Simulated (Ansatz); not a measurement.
`[CH3][Al]([F])[O][GeH3]` + `CB[SiH2]O` → `C[BH][Al]([CH3])[F]` + `O[SiH2][O][GeH3]`  (redistribution)

Program: Ansatz. Geometries: PBE0-D4/def2-TZVP. ΔE: electronic, gas phase. CBS: MP2 limit from def2 TZ/QZ plus the TZ coupled-cluster correction, frozen cores. DFT in def2-TZVPP. For Ge outer-core shells are correlated without core-valence functions, which leaves a few kJ/mol of doubt a bond. Scalar relativity is left out up to krypton. One conformer a species, not always the lowest.

`[CH3][Al]([F])[O][GeH3]`:

Z-matrix (Å, degrees):
```
C
Al 1 1.931
H 1 1.094 2 110.8
H 1 1.091 2 111.7 3 120.9
H 1 1.094 2 110.8 3 -118.2
F 2 1.654 1 119.3 3 58.6
O 2 1.676 1 122.9 3 -121.4
Ge 7 1.765 2 146.3 1 -179.9
H 8 1.539 7 108.7 2 -65.9
H 8 1.539 7 109.0 2 54.8
H 8 1.536 7 106.8 2 174.5
```

`CB[SiH2]O`:

Z-matrix (Å, degrees):
```
C
B 1 1.552
H 1 1.092 2 116.0
H 1 1.105 2 103.8 3 -116.7
H 1 1.093 2 114.3 3 129.6
Si 2 2.014 1 125.0 3 20.2
H 2 1.203 1 118.3 3 -163.6
O 6 1.660 2 115.5 1 -7.6
H 6 1.498 2 108.2 1 116.8
H 6 1.489 2 110.2 1 -126.1
H 8 0.957 6 117.3 2 58.9
```

`C[BH][Al]([CH3])[F]`:

Cartesian coordinates in Å:
```
C 1.089 -2.030 0.149
B -0.151 -1.275 -0.412
Al -0.954 0.556 0.336
C -0.454 2.380 -0.134
F -2.173 0.414 1.460
H 1.068 -3.112 -0.006
H 1.392 -1.806 1.172
H 1.904 -1.664 -0.504
H -0.639 -1.747 -1.408
H -1.328 2.950 -0.468
H -0.054 2.908 0.739
H 0.300 2.427 -0.924
```

`O[SiH2][O][GeH3]`:

Cartesian coordinates in Å:
```
O -0.606 1.994 -0.506
Si -0.889 0.833 0.623
O -0.469 -0.657 0.120
Ge 1.085 -1.396 -0.334
H -1.165 2.004 -1.284
H -2.334 0.763 0.953
H -0.066 1.249 1.783
H 1.298 -1.165 -1.837
H 0.944 -2.888 -0.011
H 2.201 -0.737 0.494
```

Question: Is it downhill or uphill in electronic energy at CCSD(T)/CBS, and by how much? (Estimate.)

Answer: The calculation gave: Uphill: ΔE = +38.5 kJ/mol.

Question: What do these levels give: PBE, HF/def2-TZVPP, MP2/def2-TZVPP, CCSD(T)/def2-TZVPP, MP2/def2-QZVPP, HF/CBS(def2)? (Estimate.)

Answer: Computed: PBE 42.3, HF/def2-TZVPP 35.0, MP2/def2-TZVPP 41.7, CCSD(T)/def2-TZVPP 40.3, MP2/def2-QZVPP 40.4, HF/CBS(def2) 34.3 kJ/mol.

Largest T1 diagnostic among the species: 0.012.

In def2-TZVPP, CCSD(T) changes the Hartree–Fock value by +5.3 kJ/mol (the triples alone add +0.3 kJ/mol) and MP2 by +6.7 kJ/mol.
